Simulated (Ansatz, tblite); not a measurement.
Removing and adding an electron: B2As. The state is a doublet with charge 0. Geometry: PBE-D4/def2-TZVP. Ansatz, gas phase; energy differences of separate SCF runs; the oxidised species is a singlet (the triplet lies 0.55 eV higher at PBE0-D4/def2-TZVP); the reduced species is a triplet (the singlet lies 0.31 eV higher at PBE0-D4/def2-TZVPD).

```xyz
3

B    -0.789   -0.726   -0.060
B     0.280   -0.073    0.834
As    0.510    0.799   -0.773
```

The xTB rows come from tblite. Correlated methods freeze 11 core orbitals; core or outer-core shells of As are correlated, in sets that lack core-valence functions. In CCSD on the charge 0 doublet the largest single amplitude is 0.17, so its Hartree–Fock determinant may place the open shell otherwise than the density functionals do. The structure comes from a short search, and lower isomers may exist.

```json
{"level": "GFN1-xTB", "−HOMO (eV)": "–", "vertical IE (eV)": "13.20", "−LUMO (eV)": "–", "vertical EA (eV)": "4.15", "HOMO–LUMO gap (eV)": "–", "IE − EA (eV)": "9.05", "remarks": "–"}
{"level": "GFN2-xTB", "−HOMO (eV)": "–", "vertical IE (eV)": "11.29", "−LUMO (eV)": "–", "vertical EA (eV)": "1.82", "HOMO–LUMO gap (eV)": "–", "IE − EA (eV)": "9.47", "remarks": "–"}
{"level": "PBE-D4/def2-TZVP", "−HOMO (eV)": "5.66", "vertical IE (eV)": "8.97", "−LUMO (eV)": "4.12", "vertical EA (eV)": "–", "HOMO–LUMO gap (eV)": "1.54", "IE − EA (eV)": "–", "remarks": "restricted SCF unstable in HF (+1 singlet)"}
{"level": "PBE-D4/def2-TZVPD", "−HOMO (eV)": "5.67", "vertical IE (eV)": "–", "−LUMO (eV)": "4.13", "vertical EA (eV)": "1.42", "HOMO–LUMO gap (eV)": "1.54", "IE − EA (eV)": "–", "remarks": "HOMO above zero (-1 triplet)"}
{"level": "r2SCAN-D4/def2-TZVP", "−HOMO (eV)": "6.06", "vertical IE (eV)": "9.24", "−LUMO (eV)": "3.96", "vertical EA (eV)": "–", "HOMO–LUMO gap (eV)": "2.10", "IE − EA (eV)": "–", "remarks": "restricted SCF unstable in HF (+1 singlet)"}
{"level": "r2SCAN-D4/def2-TZVPD", "−HOMO (eV)": "6.07", "vertical IE (eV)": "–", "−LUMO (eV)": "3.97", "vertical EA (eV)": "1.53", "HOMO–LUMO gap (eV)": "2.10", "IE − EA (eV)": "–", "remarks": "HOMO above zero (-1 triplet)"}
{"level": "PBE0-D4/def2-TZVP", "−HOMO (eV)": "6.91", "vertical IE (eV)": "9.17", "−LUMO (eV)": "3.27", "vertical EA (eV)": "–", "HOMO–LUMO gap (eV)": "3.64", "IE − EA (eV)": "–", "remarks": "restricted SCF unstable in HF (+1 singlet)"}
{"level": "PBE0-D4/def2-TZVPD", "−HOMO (eV)": "6.92", "vertical IE (eV)": "–", "−LUMO (eV)": "3.29", "vertical EA (eV)": "1.50", "HOMO–LUMO gap (eV)": "3.63", "IE − EA (eV)": "–", "remarks": "HOMO above zero (-1 triplet)"}
{"level": "CCSD/def2-TZVPP", "−HOMO (eV)": "–", "vertical IE (eV)": "9.00", "−LUMO (eV)": "–", "vertical EA (eV)": "–", "HOMO–LUMO gap (eV)": "–", "IE − EA (eV)": "–", "remarks": "large T1 (0.044) (+1 singlet), large T1 (0.056) (doublet), restricted SCF unstable (+1 singlet), spin-contaminated (⟨S²⟩ 1.25) (doublet)"}
{"level": "CCSD(T)/def2-TZVPP", "−HOMO (eV)": "–", "vertical IE (eV)": "8.85", "−LUMO (eV)": "–", "vertical EA (eV)": "–", "HOMO–LUMO gap (eV)": "–", "IE − EA (eV)": "–", "remarks": "large T1 (0.044) (+1 singlet), large T1 (0.056) (doublet), restricted SCF unstable (+1 singlet), spin-contaminated (⟨S²⟩ 1.25) (doublet)"}
```

Run but left out: HF/def2-TZVPP, MP2/def2-TZVPP (doublet: ⟨S²⟩ 1.25, where a pure state has 0.75).   A HOMO above zero means that the electron is unbound at that level or that self-interaction error raises the level; the energy of removing that electron tells which. HOMO and LUMO are the levels of the spin that leaves or enters (xTB has no such levels and no spin-polarisation term). Other spin states of the ions may lie lower, which would lower the ionisation energy or raise the affinity. Raw xTB energy differences between charge states are shifted by several eV; the methods need an empirical correction for them.
